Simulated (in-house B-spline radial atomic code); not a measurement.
**K2+: [Ne] 3s2 3p5**

Level of theory: non-relativistic LC-wPBE, spin-polarised, spherical fractional occupations, point nucleus; calculated with an all-electron radial atomic-structure program (B-spline basis).

Effective charges: Z_r = [3n² - l(l+1)]/(2<r>) from the radius, Z_e = n√(-2ε) from the energy, and Slater's rules. Values are occupation-weighted means over spin.

```csv
shell,electrons,ε (eV),<r> (bohr),Z_r,Z_e,Slater
1s,2,-3535.3,0.08154,18.40,16.12,18.70
2s,2,-380.01,0.3898,15.39,10.57,14.85
2p,6,-309.31,0.3511,14.24,9.54,14.85
3s,2,-62.006,1.244,10.86,6.40,8.10
3p,5,-43.18,1.354,9.23,5.34,8.10
```

The least bound orbital is 3p down at -40.42 eV, and it is also the most diffuse (<r> = 1.364 bohr).

Caution: exact exchange at fractional occupations of open shells leaves self-interaction of up to several eV.
